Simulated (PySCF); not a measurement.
Si(F)2(GeH3)(OH) (F2GeH4OSi), SMILES O[Si](F)(F)[GeH3]. Atoms are numbered in the order given.

```xyz
9

O     -1.5409    -1.4424     0.0000
Si     0.0012    -0.8809     0.0000
F      0.8028    -1.4665    -1.2818
F      0.8028    -1.4665     1.2818
Ge    -0.0124     1.4607     0.0000
H     -1.7009    -2.3930     0.0000
H     -0.7368     1.9682     1.2524
H      1.4295     1.9829     0.0000
H     -0.7368     1.9682    -1.2524
```

The structure is a stationary point at ωB97X-D3(BJ)/def2-SVP. This is a generated structure with no PubChem entry under its InChIKey; it may be hypothetical. One conformer was computed; it need not be the lowest.

Two levels are set side by side: PBE/pcSseg-1 (PySCF) and KT2/pcSseg-1 (PySCF). GIAO shifts against CFCl3 (¹⁹F), GeH4 (⁷³Ge), H2O (¹⁷O), TMS (²⁹Si), TMS (¹H) at the same level; non-relativistic, no solvent, atoms listed together averaged. Differences are taken from unrounded values.

| quantity | KT2 |
|---|---|
| δ(¹⁷O) of O1 (ppm) | 79.3 |
| δ(²⁹Si) of Si2 (ppm) | -24.2 |
| δ(¹⁹F) of F3, F4 (ppm) | -138.4 |
| δ(⁷³Ge) of Ge5 (ppm) | -42.8 |
| δ(¹H) of H6 (ppm) | 3.01 |
| δ(¹H) of H7, H8, H9 (ppm) | 3.68 |

Task: What does PBE give, and how far is it from KT2? (An estimate is asked for; the answer gives what the named calculation found.)

Result: 
```csv
quantity,PBE,PBE minus KT2
δ(¹⁷O) of O1 (ppm),82.3,3.0
δ(²⁹Si) of Si2 (ppm),-27.4,-3.2
"δ(¹⁹F) of F3, F4 (ppm)",-133.1,5.2
δ(⁷³Ge) of Ge5 (ppm),-43.7,-0.9
δ(¹H) of H6 (ppm),2.95,-0.06
"δ(¹H) of H7, H8, H9 (ppm)",3.71,0.03
```

Rough cost on one machine, each run with all the roots and properties that it gave: KT2 against PBE within a factor of 2.
